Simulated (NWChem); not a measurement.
Total energies of Ge (-1)

SMILES: [Ge-]
```xyz
1

Ge     0.0000     0.0000     0.0000
```
Charge -1, spin multiplicity 4.

All runs are NWChem calculations.

Basis set: def2-SVPD (38 functions).

```
method   total energy (Ha)
-------  -----------------
UHF            -2075.07681
UMP2           -2075.26477
UB2PLYP        -2076.31388
UPBE           -2076.37407
UB3LYP         -2076.73335
UBLYP          -2076.74126
```

Total energies of different functionals aren't comparable as a measure of quality: only differences taken within one method are. 

The Hamiltonian is non-relativistic. The correlated methods keep 9 core orbitals frozen. B3LYP has NWChem's definition, with VWN1-RPA local correlation. The stability of the SCF solutions was not checked. Open-shell Hartree-Fock references start from PBE0 orbitals.
